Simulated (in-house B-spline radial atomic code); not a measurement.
## Ionising Cu6+ with different functionals

Computed with an all-electron radial atomic-structure program (B-spline basis): scalar-relativistic (spin-free X2C) Hamiltonian, Fermi nucleus of rms radius 3.8823 fm, spin-polarised at highest spin, spherical fractional occupations for the functionals, and exact exchange of hybrids averaged over the configuration. The ionisation energy is the difference of two self-consistent energies, [Ar] 3d5 → [Ar] 3d4, without Breit or QED terms; ε is the level of the shell that loses the electron (its least bound occupied spin orbital).

```tsv
method	rung	ΔSCF (eV)	-ε(3d) (eV)
PBE0	global hybrid	139.09	129.14
B3LYP	global hybrid	139.08	128.29
TPSSh	global hybrid	138.95	126.57
BHandHLYP	global hybrid	139.07	133.18
r2SCAN0	global hybrid	139.81	129.94
B97-1	global hybrid	138.95	128.34
HSE06	range-separated hybrid	139.01	128.65
wB97X	range-separated hybrid	138.61	130.88
CAM-B3LYP	range-separated hybrid	139.03	130.31
LC-wPBE	range-separated hybrid	138.91	130.65
```

Question: Among the functionals, which spreads more, the ΔSCF values or the orbital energies?

Answer: The orbital energies: ΔSCF values span about 1.20 eV and the orbital energies 6.61 eV; here energy differences depend much less on the functional than eigenvalues do.

Question: How do they compare with the NIST value?

Answer: NIST lists 139 eV ± 1.2 (semi-empirical, ground level to ground level). Errors run from -0.39 to +0.81 eV; all lie within about twice that uncertainty, so the table can't rank the methods.
